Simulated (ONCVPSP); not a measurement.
## Before and after: ONCV potential for holmium (Ho)

- Element: holmium (Ho)
- Generator: ONCVPSP 4.0.1
- Type: optimised norm-conserving Vanderbilt (ONCV)
- Functional: BLYP
- Relativity: scalar-relativistic
- Frozen core: [Kr] 4d10 4f10
- Valence charge: 11
- Reference configuration: 5s2 5p6 5d1 6s1 (charge +1)
- Partial waves: 5s+6s: rc 2.45 bohr, ncon 4, nbas 8, qcut 5.7 1/bohr, 2 projectors; 5p: rc 1.80 bohr, ncon 4, nbas 7, qcut 6.9 1/bohr, 1 projector; 5d: rc 2.05 bohr, ncon 4, nbas 8, qcut 4.1 1/bohr, 2 projectors, debl 0.5 Ha
- Local potential: polynomial inside 1.45 bohr (lpopt 5, dvloc0 2 Ha)
- Core correction: none

Change: all radii scaled by about 1.22 (s 2.98, p 2.18, d 2.50 bohr); local potential polynomial inside 1.76 bohr (lpopt 5, dvloc0 2 Ha).

Cutoffs: the cutoffs (Ha) at which the residual kinetic energy of the hardest occupied pseudo-wave falls to 1 and 0.1 mHa per electron; they do not see the model core or the augmentation charge, which bear on the density cutoff. Errors are all-electron minus pseudo energies relative to the spin-unpolarised reference configuration.

Q: What does the change do?

A: The potential gets softer (17 Ha and 41 Ha → 8.0 Ha and 23 Ha); of the 3 tests that both files solve, the error grows in 0 and shrinks in 2 by more than 15 % and 0.3 meV (median size 6.4 → 5.7 meV); neither file shows a bound ghost. A larger radius leaves more room for a smooth pseudo-wave, so fewer plane waves are needed.

| quantity | base | changed |
| --- | --- | --- |
| cutoff, loose | 17 Ha | 8.0 Ha |
| cutoff, tight | 41 Ha | 23 Ha |
| loose cutoff by channel | s 8.5 Ha, p 17 Ha, d 9.5 Ha | s 5.0 Ha, p 7.9 Ha, d 8.0 Ha |
| bound ghosts | none | none |
| GHOST(+) flags under 300 eV | s at 94.8 eV | none |
| tests counted as reliable (solved cleanly; for ONCVPSP, near-neutral configurations with less than one 5d electron left out) | 3 of 4 | 3 of 4 |
| error for 5s2 5p6 5d1 6s2, meV [ΔE -6.87 eV] | +6.4 | +5.7 |
| error for 5s2 5p6 5d1 6s0, meV [ΔE 12.71 eV] | +4.5 | +3.8 |
| error for 5s2 5p6 5d0 6s0, meV [ΔE 32.67 eV] | -33 | -11 |

Base: Tests not counted: 5s2 5p6 5d0 6s2 6p1 (all-electron energy unsafe for a near-neutral lanthanide with less than one 5d electron, printed error +37 meV). Changed file: Tests not counted: 5s2 5p6 5d0 6s2 6p1 (all-electron energy unsafe for a near-neutral lanthanide with less than one 5d electron, printed error +149 meV).
